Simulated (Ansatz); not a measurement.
Reaction (ligand exchange at the Si–C bond): `N[SiH2]C(Cl)Cl` + `[SiH3]S` → `N[SiH2]S[SiH3]` + `ClCCl`

Calculated with Ansatz (gas phase, PBE0-D4/def2-TZVP geometries, no zero-point term in ΔE). CCSD(T)/CBS is the MP2 limit (def2-TZVPP, def2-QZVPP) plus CCSD(T) − MP2 in def2-TZVPP, frozen cores. This one scheme is used for every species. Functionals use def2-TZVPP. B3LYP here is the variant with VWN-RPA as its local correlation; programs differ in this. Each species was taken in one conformer, which may not be the lowest.

```json
{"level": "PBE-D4", "ΔE (kJ/mol)": "-71.3", "difference from CCSD(T)/CBS": "-1.9"}
{"level": "ωB97M-V", "ΔE (kJ/mol)": "-68.2", "difference from CCSD(T)/CBS": "1.2"}
{"level": "B2PLYP", "ΔE (kJ/mol)": "-69.6", "difference from CCSD(T)/CBS": "-0.2"}
{"level": "PBE", "ΔE (kJ/mol)": "-71.8", "difference from CCSD(T)/CBS": "-2.4"}
{"level": "B3LYP", "ΔE (kJ/mol)": "-69.3", "difference from CCSD(T)/CBS": "0.1"}
{"level": "HF/def2-TZVPP", "ΔE (kJ/mol)": "-74.2", "difference from CCSD(T)/CBS": "-4.8"}
{"level": "CCSD/def2-TZVPP", "ΔE (kJ/mol)": "-67.8", "difference from CCSD(T)/CBS": "1.6"}
{"level": "SCS-MP2/def2-QZVPP", "ΔE (kJ/mol)": "-70.8", "difference from CCSD(T)/CBS": "-1.4"}
{"level": "HF/CBS(def2)", "ΔE (kJ/mol)": "-74.3", "difference from CCSD(T)/CBS": "-4.9"}
{"level": "MP2/CBS(def2)", "ΔE (kJ/mol)": "-72.8", "difference from CCSD(T)/CBS": "-3.4"}
{"level": "CCSD(T)/CBS", "ΔE (kJ/mol)": "-69.4", "difference from CCSD(T)/CBS": "0"}
```

Largest T1 diagnostic among the species: 0.011.

In def2-TZVPP, CCSD(T) changes the Hartree–Fock value by +6.7 kJ/mol (the triples alone add +0.3 kJ/mol) and MP2 by +3.4 kJ/mol.
